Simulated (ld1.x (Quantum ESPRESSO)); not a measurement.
How hard is this C ultrasoft potential?

```
Element                 : C (Z = 6)
Generator               : ld1.x (Quantum ESPRESSO) 7.5
Type                    : ultrasoft
Functional              : LDA (PZ)
Relativity              : scalar-relativistic
Frozen core             : [He]
Valence charge          : 4
Reference configuration : 2s2 2p0.5 (charge +1.5)
Partial waves           : 2s (bound): rcut 0.85, rcutus 1.10 bohr; 2s channel at -1.75 Ry: rcut 0.85, rcutus 1.10 bohr; 2p (bound): rcut 1.65, rcutus 1.95 bohr; 2p channel at -0.95 Ry: rcut 1.65, rcutus 1.95 bohr; 3d channel at 0.2 Ry: rcut 1.15, rcutus 1.50 bohr; 3d channel at 2.5 Ry: rcut 1.15, rcutus 1.50 bohr
Local potential         : all-electron potential smoothed inside 1.25 bohr (lloc = -1)
Core correction         : a·sin(br)/r model core inside 0.90 bohr
Augmentation charge     : PSQ, inside the norm-conserving radii
```

The pseudo-atom Hamiltonian at the reference potential is diagonalised in spherical Bessel functions j_l(qr) that vanish at 20 bohr, with q² up to the cutoff. All-electron valence levels (Ry): 2s -2.3967, 2p -1.7748.

Q: How do the lowest levels (Ry) of each channel move with the cutoff, and are there ghosts?

A:

```
cutoff (Ry)     s #1     p #1     p #2     d #1     d #2     f #1  Σ f·Δε (mRy)
          8  -2.3794  -1.6267  -0.4228  -0.3380  -0.1641  -0.1404         108.6
         10  -2.3796  -1.6997  -0.4386  -0.3393  -0.1647  -0.1404          71.9
         15  -2.3840  -1.7678  -0.4576  -0.3408  -0.1653  -0.1404          29.0
         18  -2.3893  -1.7730  -0.4601  -0.3415  -0.1656  -0.1404          15.9
         25  -2.3943  -1.7746  -0.4619  -0.3419  -0.1658  -0.1404           5.0
         30  -2.3960  -1.7747  -0.4620  -0.3421  -0.1658  -0.1404           1.6
         40  -2.3965  -1.7748  -0.4620  -0.3422  -0.1659  -0.1404           0.4
         45  -2.3965  -1.7748  -0.4620  -0.3422  -0.1659  -0.1404           0.4
        400  -2.3967  -1.7748  -0.4620  -0.3422  -0.1659  -0.1404           0.0
```

Result: no extra level below or beside the all-electron valence levels (s, p, d, f tested); 10 mRy is reached at 21 Ry and 1 mRy at 35 Ry.

Test run stopped at test 1 of 9 (negative rho).
